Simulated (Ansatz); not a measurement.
Gas-phase electronic energies from Ansatz, PBE0-D4/def2-TZVP geometries. CCSD(T)/CBS is the MP2 limit (def2-TZVPP, def2-QZVPP) plus CCSD(T) − MP2 in def2-TZVPP, frozen cores. Functionals use def2-TZVPP. One conformer a species, not always the lowest.

Consider the isomerisation: `NBOC[SiH2]F` → `NC(F)([SiH3])BO`.

`NBOC[SiH2]F`:

```xyz
13

N    -2.071   -0.351   -1.158
B    -0.911    0.336   -1.534
O     0.192    0.439   -0.728
C     0.216   -0.162    0.557
Si    1.912    0.223    1.266
F     2.008   -0.436    2.726
H    -2.198   -0.822   -0.279
H    -2.865   -0.411   -1.769
H    -0.845    0.870   -2.602
H    -0.575    0.244    1.202
H     0.061   -1.247    0.494
H     2.975   -0.370    0.421
H     2.100    1.686    1.406
```

`NC(F)([SiH3])BO`:

Cartesian coordinates in Å:
```
N -0.994 0.123 -1.348
C -0.108 -0.323 -0.344
F 0.484 -1.584 -0.666
Si 1.369 0.904 -0.284
B -0.762 -0.368 1.087
O -0.487 -1.409 1.896
H -1.839 -0.426 -1.429
H -0.561 0.220 -2.257
H 0.945 2.206 0.290
H 1.807 1.099 -1.693
H 2.476 0.339 0.526
H -1.444 0.548 1.459
H -0.888 -1.330 2.764
```

```tsv
species	r2SCAN-D4 energy (Eh)
`NBOC[SiH2]F`	-586.58144
`NC(F)([SiH3])BO`	-586.47383
```

Question: Work out ΔE.

Answer: ΔE = (-586.47383) − (-586.58144) = 0.10761 Eh = +282.5 kJ/mol. CCSD(T)/CBS gives +294.1 kJ/mol.

Largest T1 diagnostic among the species: 0.013.

From PBE to PBE0 (25 % exact exchange), in def2-TZVPP and without D4, ΔE moves by +12.0 kJ/mol. The D4 term adds −5.1 kJ/mol with B3LYP and −2.7 kJ/mol with PBE0; it sums over pairs of atoms, weighted by their polarisabilities, and B3LYP, whose exchange is more repulsive, gets the larger term. In def2-TZVPP, CCSD(T) changes the Hartree–Fock value by −25.4 kJ/mol (the triples alone add −5.1 kJ/mol) and MP2 by −16.1 kJ/mol.

B3LYP here is the variant with VWN-RPA as its local correlation; programs differ in this.
